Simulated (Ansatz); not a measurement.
Program: Ansatz. Geometries: PBE0-D4/def2-TZVP. ΔE: electronic, gas phase. CCSD(T)/CBS is the MP2 limit (def2-TZVPP, def2-QZVPP) plus CCSD(T) − MP2 in def2-TZVPP, frozen cores. This one scheme is used for every species. Functionals use def2-TZVPP. def2 core potentials past Kr. For I outer-core shells are correlated without core-valence functions, which leaves a few kJ/mol of doubt a bond. Each species was taken in one conformer, which may not be the lowest.

`CC1=C(O)C1` + HI → `CC1=C(I)C1` + H₂O  (substitution at a C–O bond)

CCSD(T)/CBS gives -10.7 kcal/mol.

Question: Another level gave -6.5 kcal/mol. Which?
A. PBE0/def2-TZVPP
B. B2PLYP/def2-TZVPP
C. HF/def2-TZVPP
D. r2SCAN-D4/def2-TZVPP

Answer: D. r2SCAN-D4 -6.5, PBE0 -5.6, HF/def2-TZVPP -3.9, B2PLYP -7.8 kcal/mol.

Largest T1 diagnostic among the species: 0.011.

In def2-TZVPP, CCSD(T) changes the Hartree–Fock value by −5.1 kcal/mol (the triples alone add −0.9 kcal/mol) and MP2 by −8.2 kcal/mol. The D4 term adds −1.6 kcal/mol with B3LYP and −0.9 kcal/mol with PBE0; it sums over pairs of atoms, weighted by their polarisabilities, and B3LYP, whose exchange is more repulsive, gets the larger term.

B3LYP here is the variant with VWN-RPA as its local correlation; programs differ in this.
